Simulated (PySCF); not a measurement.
**Where the electron goes**

Species: AsH2(OMe), CH5AsO.
Z-matrix (Å and degrees, PBE0-D3(BJ)/def2-SVP geometry), rows numbered from 1:
```
As
H   1  1.5241
H   1  1.5399  2   91.39
O   1  1.8055  2   93.14  3    98.09
C   4  1.3998  1  115.92  2  -178.77
H   5  1.1077  4  112.96  1   -53.40
H   5  1.1011  4  107.72  1  -172.47
H   5  1.1081  4  112.61  1    69.01
```

Level of theory: PySCF 2.14.0, density-fitted response routines, TDDFT CAM-B3LYP/def2-SVPD, vertical, gas phase, core orbitals frozen in the response. Relativistic effects, spin–orbit coupling among them, are left out although an element past zinc is present.

Kohn–Sham orbitals with the atoms that hold most of them (Löwdin shares over 4%, at most four atoms; ? is withheld):

| orbital | ε (eV) | atoms |
| --- | --- | --- |
| LUMO+2 | 1.54 | As1 60%, H3 15%, H2 12%, O4 6% |
| LUMO+1 | 1.21 | As1 48%, H3 13%, H2 12%, C5 10% |
| LUMO | 0.41 | As1 49%, O4 16%, H2 10%, H3 10% |
| HOMO | ? | ? |
| HOMO-1 | -9.74 | ? |
| HOMO-2 | -10.90 | O4 33%, C5 21%, As1 19%, H6 10% |
| HOMO-3 | -11.68 | As1 38%, H2 22%, H3 16%, C5 10% |

Question: Which atoms hold the HOMO, and with what shares?

Answer: As1 (bonded to O and 2 H) 43%; O4 (bonded to As and C) 34%; H3 (bonded to As) 10%; H2 (bonded to As) 5%. By element: arsenic 43%, oxygen 34%, hydrogen 15% or more.

Question: Which atoms hold the HOMO-1, and with what shares?

Answer: O4 (bonded to As and C) 51%; As1 (bonded to O and 2 H) 18%; C5 (bonded to O and 3 H) 12%; H8 (bonded to C) 7%.

Question: What is the HOMO energy, and the HOMO–LUMO gap?

Answer: ε(HOMO) = -8.54 eV; the gap is 8.95 eV (0.3289 hartree).

Question: How does S1 compare with the orbital gap of 8.95 eV?

Answer: S1 is at 5.26 eV (f = 0.030), 3.69 eV below the gap, made of HOMO→LUMO (95%). 

Question: Give energy, strength and leading configuration of S1, S2, S3 and S5, and follow the Löwdin shares of the leading atoms from the occupied to the empty orbital.

Answer: 
- S1 (5.26 eV, f 0.030), HOMO→LUMO (95%): As1 43% → 49%, O4 34% → 16%
- S2 (6.50 eV, f 0.041), HOMO-1→LUMO (87%): O4 51% → 16%, As1 18% → 49%
- S3 (6.61 eV, f 0.100), HOMO→LUMO+1 (85%): As1 43% → 48%, O4 34% → at most 11%, H3 10% → 13%
- S5 (7.69 eV, f 0.012), HOMO-2→LUMO (81%): O4 33% → 16%, C5 21% → at most 11%, As1 19% → 49%

One conformer stands for the species.
